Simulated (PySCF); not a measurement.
# Reading the logs of faulty runs: BCH6NSi

These are calculations, not measurements. The program is PySCF 2.14.0, an open-source quantum chemistry code, run on an isolated molecule that a program drew, which may never have been made. The molecule is BCH6NSi (charge 0, singlet), drawn as the SMILES string `B[Si](=C)N`.

Each row is a Hartree-Fock (HF) and frozen-core CCSD(T) single point in the cc-pV(D+d)Z basis, meant for a local HF minimum. Run 1 is clean. Each other run has one planted mistake out of seven kinds, and not every kind appears here: one electron removed, one electron added, multiplicity raised by two, geometry at a saddle point, minimal basis STO-3G, one bond length entered in bohr, all coordinates scaled. The reference is restricted for singlets and unrestricted otherwise, and also for a bond in bohr. Adding or removing an electron swaps singlet and doublet. Electrons count all cores. HOMO and LUMO are orbital energies over both spins, the gradient is its largest component, and the lowest frequency (negative if imaginary) is given only where the gradient is small. Bond lengths are over the 9 bonds as drawn. T1 is the CCSD diagnostic: over 0.02 (restricted) or 0.045 (unrestricted) a single reference is doubtful.

Geometry of the clean run:
```xyz
10
BCH6NSi, angstrom
B    -0.2020    1.5647    0.5890
Si    0.0809   -0.2355    1.4324
C    -0.7227   -1.6017    0.8244
N     1.1510   -0.2615    2.7512
H    -0.9439    1.6514   -0.3469
H     0.3388    2.5620    0.9796
H    -1.3854   -1.4719   -0.0249
H    -0.6453   -2.6160    1.1999
H     1.3855   -1.0857    3.2675
H     1.6119    0.5558    3.0956
```

| run | electrons | basis functions | <S^2> | HOMO (eV) | LUMO (eV) | gradient (hartree/bohr) | lowest frequency (cm^-1) | mean bond (Å) | longest bond (Å) | T1 | HF (hartree) | CCSD(T) (hartree) | mistake |
|---|---|---|---|---|---|---|---|---|---|---|---|---|---|
| 1 | 38 | 95 | 0.000 | -7.67 | 0.93 | 1.1e-05 | 72 | 1.3301 | 2.008 | 0.0197 | -409.37958 | -409.93332 | no fault |
| 2 | 39 | 95 | 0.778 | -0.86 | 8.00 | 5.1e-02 | - | 1.3301 | 2.008 | 0.0142 | -409.37704 | -409.94132 | one electron added |
| 3 | 37 | 95 | 0.762 | -16.64 | -5.58 | 5.7e-02 | - | 1.3301 | 2.008 | 0.0195 | -409.15182 | -409.65875 | one electron removed |
| 4 | 38 | 95 | 0.000 | -8.00 | 1.17 | 1.0e-01 | - | 1.2064 | 1.821 | 0.0179 | -409.27102 | -409.80726 | all coordinates scaled |
| 5 | 38 | 30 | 0.000 | -4.86 | 5.37 | 3.2e-02 | - | 1.3301 | 2.008 | 0.0230 | -404.50242 | -404.75099 | minimal basis STO-3G |
| 6 | 38 | 95 | 1.274 | -7.10 | 1.27 | 5.0e-02 | - | 1.4373 | 2.049 | 0.0667 | -409.25601 | -409.79429 | ? |

**Which mistake was planted in run 6, and what did it cost?**

The mean bond changes by a factor of 1.081 and the longest by 1.020, so the molecule wasn't scaled as a whole. A length L in bohr read as angstrom grows by (1/0.5292 - 1) L = 0.890 L. The 9 bonds together grew by 9 x 0.1072 = 0.965 Å, which gives L = 1.084 Å. That is the length of one of the C-H bonds, 1.084 Å in the clean geometry. So the mistake is: one bond length entered in bohr. Subtracting run 1 and multiplying by 627.51 kcal/mol a hartree, the energy moved by 77.5 kcal/mol in HF and 87.2 kcal/mol in CCSD(T).

Cautions from the logs. Run 5: T1 is over the limit, so its CCSD(T) energy is less reliable; run 6: T1 is over the limit, so its CCSD(T) energy is less reliable.
